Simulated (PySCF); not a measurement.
**Adding and removing an electron: HBr**

RHF-CCSD(T); basis H def2-TZVPPD, Br def2-TZVPPD; no relativity; PySCF 2.14. Neutral (RHF): singlet (closed shell), Re = 1.415 Å, ωe = 2676 cm⁻¹, De = 4.02 eV.

HBr⁺ (UHF): doublet (π ↑), Re = 1.448 Å, ωe = 2474 cm⁻¹, De = 4.00 eV to H + Br⁺. The energies at the minima are -2573.31080 hartree for HBr and -2572.88232 for HBr⁺.

Question: Work out the adiabatic ionisation energy, without and with harmonic zero-point energies (1 hartree = 27.2114 eV, 1 eV = 8065.5 cm⁻¹), and the change of the bond length.

Answer: At CCSD(T): 0.42848 hartree = 11.660 eV between the minima; the zero-point term (2474.0 − 2676.0)/2 cm⁻¹ = -0.013 eV makes it 11.647 eV. Re changes by +3.3 pm against the neutral. The electron leaves a π orbital, which is non-bonding in a hydride.

Correlated steps freeze 9 core orbitals. Spin–orbit coupling is left out. For an ion De counts to the pair picked by the measured ionisation energies or electron affinities, which need not be the lowest pair at this level. Where the molecule has an RHF reference, its open-shell atoms are computed with UHF. States were picked by a PBE0 search and need not be the measured ground states.

Neutral and ion stand on different kinds of reference determinant, which adds to the error of the difference.
